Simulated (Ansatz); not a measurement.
C7H14 (`C1CCCCCC1`). Charge 0, multiplicity 1. All single points use the PBE0-D4/def2-TZVP geometry.

```xyz
21

C    -1.170   -0.287   -1.037
C    -0.341   -1.521   -0.698
C     1.105   -1.269   -0.295
C     1.323   -0.271    0.838
C     1.018    1.171    0.442
C    -0.441    1.608    0.573
C    -1.497    0.576    0.179
H    -0.667    0.310   -1.807
H    -2.109   -0.626   -1.487
H    -0.343   -2.203   -1.555
H    -0.850   -2.057    0.114
H     1.557   -2.228   -0.023
H     1.663   -0.911   -1.171
H     0.736   -0.560    1.718
H     2.372   -0.336    1.144
H     1.628    1.854    1.042
H     1.352    1.314   -0.592
H    -0.634    1.913    1.607
H    -0.578    2.512   -0.031
H    -1.687   -0.094    1.026
H    -2.439    1.107    0.011
```

Problem. What is the dipole moment at r2SCAN/def2-TZVPP? (An estimate is asked.)

Solution. Ansatz gave: 0.01 D, zero by symmetry or nearly so.

Problem. Give the Mulliken charges with r2SCAN, ωB97M-V, PBE in def2-TZVPP. (Estimate.)

Solution. Computed: 
```tsv
atom	r2SCAN	ωB97M-V	PBE
C1	-0.05	-0.18	-0.10
C2	-0.02	-0.19	-0.10
C3	-0.02	-0.19	-0.10
C4	-0.05	-0.18	-0.10
C5	0.00	-0.20	-0.09
C6	-0.09	-0.19	-0.14
C7	0.00	-0.20	-0.09
H8	0.01	0.09	0.04
H9	0.02	0.10	0.06
H10	0.02	0.10	0.06
H11	0.01	0.09	0.04
H12	0.02	0.10	0.06
H13	0.01	0.09	0.04
H14	0.01	0.09	0.04
H15	0.02	0.10	0.06
H16	0.02	0.09	0.06
H17	0.01	0.10	0.05
H18	0.02	0.09	0.06
H19	0.02	0.09	0.06
H20	0.01	0.10	0.05
H21	0.02	0.09	0.06
```
